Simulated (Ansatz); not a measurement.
`B[SiH2]B` + `OBF` → `B[SiH2]OBF` + BH₃ at 400 K and 1 bar (cleavage of the Si–B bond).

Calculated with Ansatz (gas phase, PBE0-D4/def2-TZVP geometries, no zero-point term in ΔE). CCSD(T)/CBS adds triple-zeta CCSD(T) − MP2 to the extrapolated MP2 energy (def2 sets, frozen cores). This one scheme is used for every species. One conformer a species, not always the lowest.

```csv
species,CCSD(T)/CBS energy (Eh),H − E (kJ/mol),S (J/(mol·K))
`B[SiH2]B`,-342.19118,176.9,337.1
`OBF`,-201.07426,96.4,268.5
`B[SiH2]OBF`,-516.74846,185.4,394.4
BH₃,-26.55200,82.6,199.4
```

H − E and S are ideal-gas, rigid-rotor, harmonic terms from PBE0-D4/def2-TZVP, for one conformer and one mirror image of each species. 1 Eh = 2625.50 kJ/mol, R = 8.31446 J/(mol·K).

By hand: ΔE, ΔH, ΔS and ΔG.

ΔE = (-516.74846) + (-26.55200) − (-342.19118) − (-201.07426) = -0.03502 Eh = -91.9 kJ/mol. Δ(H − E) = 185.4 + 82.6 − 176.9 − 96.4 = -5.3, so ΔH = -97.2 kJ/mol. ΔS = 394.4 + 199.4 − 337.1 − 268.5 = -11.8 J/(mol·K). ΔG = -97.2 − 400 × (-11.8)/1000 = -92.5 kJ/mol.

By hand: the equilibrium constant, and the temperature at which ΔG would vanish if ΔH and ΔS stayed fixed.

log₁₀ K = −ΔG/(RT ln 10) = 12.1. ΔG = 0 at ΔH/ΔS = 8237 K, far beyond where these terms or the molecules hold.

The number of gas molecules stays the same, so ΔS is small and ΔH decides. A doubt of 5 kJ/mol in ΔE shifts log₁₀ K by 0.7 here. Other conformers and mirror images would add mixing entropy, several J/(mol·K) or more a flexible species. Modes under 60 cm⁻¹, often nearly free rotors, make the harmonic entropy too high. These are equilibria of isolated gas molecules and say nothing of rates. Largest T1 diagnostic: 0.015 (customary marks: 0.02 for closed shells, 0.045 for open ones).
